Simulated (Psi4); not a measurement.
CH₃ClGa, doublet, geometry from GFN2-xTB (such geometries of metal compounds can be far from the true shape) (the spin is typed, not shown lowest).

Here is a job for Psi4.
```
memory 2 GB

molecule {
0 2
  Ga    0.50176795    0.31351713    0.10944034
  C    -0.42148577    1.58617638   -1.41951157
  H    -1.34994940    1.96354136   -0.99462624
  H    -0.63299857    0.93812317   -2.26812967
  H     0.23050747    2.40482668   -1.71042882
  Cl   -0.66314421   -1.44368120    0.59397669
}

set basis def2-tzvp
set reference uks
set scf_type pk
set puream true
set d_convergence 1e-8
set dft_radial_points 99
set dft_spherical_points 590

energy('wb97x')
print_variables()
```

Q: Give the nuclear repulsion energy at the level WB97X/def2-TZVP run with Psi4 1.11.

A: 222.9730 Eh

Q: Give the total energy at the level WB97X/def2-TZVP.

A: -2425.042399 Ha

Q: Estimate the <S^2> that WB97X/def2-TZVP returns for this input.

A: 0.761

Q: Give the number of basis functions at the level WB97X/def2-TZVP.

A: 134

Q: What dipole moment does WB97X/def2-TZVP give?

A: 2.39 D

These values belong to the state on which the SCF converged, which isn't shown to be the lowest.

Q: Roughly what does it cost on one core?

A: about 120 core-seconds (a rough figure).
